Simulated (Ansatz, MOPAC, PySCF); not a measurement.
Pair of molecules: HCl (SMILES Cl) (first 2 atoms) with CH2O (SMILES C=O); geometry from B3LYP-D3(BJ)/def2-TZVP, rigid monomers moved along the line of their centres of mass till H2···O4 is 2.13 Å.
(charge 0, multiplicity 1):
```json
[
 {"atom": "Cl", "x (Å)": "-0.1523", "y (Å)": "-0.0562", "z (Å)": "0.4435"},
 {"atom": "H", "x (Å)": "0.1496", "y (Å)": "0.4924", "z (Å)": "1.5878"},
 {"atom": "C", "x (Å)": "-0.3271", "y (Å)": "0.0526", "z (Å)": "4.2747"},
 {"atom": "O", "x (Å)": "0.2912", "y (Å)": "0.8969", "z (Å)": "3.6784"},
 {"atom": "H", "x (Å)": "-0.3921", "y (Å)": "0.0620", "z (Å)": "5.3755"},
 {"atom": "H", "x (Å)": "-0.8522", "y (Å)": "-0.7620", "z (Å)": "3.7468"}
]
```

Interaction energies are E(AB) − E(A) − E(B) at the monomers' geometry in the complex; basis-set methods are counterpoise corrected. Rows marked so take none.

Frozen-core correlation. CBS(a, b) extrapolates the correlation energy as X⁻³ and adds the Hartree–Fock energy of set b. Rows in 3-21G, 6-31G*, STO-3G carry no dispersion term and start afresh at each structure (6-31G* with six Cartesian d functions). MP2/6-31G* freezes PySCF's default core. The state that PM6, PM7 reach isn't checked; PM7 holds dispersion and hydrogen-bond terms.

The values were computed with Ansatz (a quantum-chemistry and plane-wave program) with Gaussian orbitals; MOPAC for PM6, PM7 (differences of heats of formation); PySCF for 3-21G rows, 6-31G* rows, STO-3G rows, the dispersion terms. 

Other levels give for the interaction energy: PBE/def2-TZVPPD -4.88; B3LYP/def2-TZVPPD -4.22; B3LYP-D3(BJ)/def2-TZVPPD -5.40; wB97M-V/def2-TZVPPD -5.06; CCSD(T)/CBS(aug-cc-pV(D+d)Z, aug-cc-pV(T+d)Z) -5.04 kcal/mol.

Common cheap choices:

| level | interaction energy (kcal/mol) | less -5.04 (CCSD(T)/CBS(aug-cc-pV(D+d)Z, aug-cc-pV(T+d)Z)) |
|---|---|---|
| PM6 | -4.20 | 0.83 |
| PM7 | -4.89 | 0.15 |
| HF/STO-3G (no counterpoise) | -3.94 | 1.10 |
| B3LYP/3-21G (no counterpoise) | -9.14 | -4.11 |
| B3LYP/6-31G* | -4.66 | 0.38 |
| B3LYP/6-31G* (no counterpoise) | -5.99 | -0.95 |
| MP2/6-31G* | -4.33 | 0.71 |
| MP2/6-31G* (no counterpoise) | -6.06 | -1.02 |
